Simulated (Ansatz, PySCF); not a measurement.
NbOF3, SMILES [Nb]([F])(=[O])([F])[F], multiplicity 1.

The structure is a stationary point at B3LYP-D3(BJ)/def2-SVP. The spin state was assumed, not searched. The def2 effective core potentials stand for the cores of Nb; spin–orbit coupling is left out.

Vertical ionisation energy (IE) and electron affinity (EA) in eV. Rows of orbital energies are one-electron estimates. Where ΔSCF, EOM or ADC give a negative EA the extra electron is unbound and the value depends on the basis.

```csv
level,IE,EA
"−ε(HOMO), −ε(LUMO), ωB97X/def2-TZVPD (PySCF)",13.16,0.16
"−ε(HOMO), −ε(LUMO), PBE/def2-TZVPD (PySCF)",8.99,3.25
"ΔSCF, PBE0/def2-SVPD (Ansatz), final states of multiplicity 2 and 2",13.05,0.24
"ΔSCF, PBE/def2-SVPD (Ansatz), final states of multiplicity 2 and 2",12.77,-0.06
```

Problem. What vertical singlet–triplet gap does ΔSCF give with PBE0/def2-SVPD (Ansatz, a quantum-chemistry and plane-wave program) and with PBE/def2-SVPD (Ansatz)? (Estimate from the structure and the level; the computed values follow.)

Solution. 5.44 and 5.84 eV (triplet above singlet where positive).
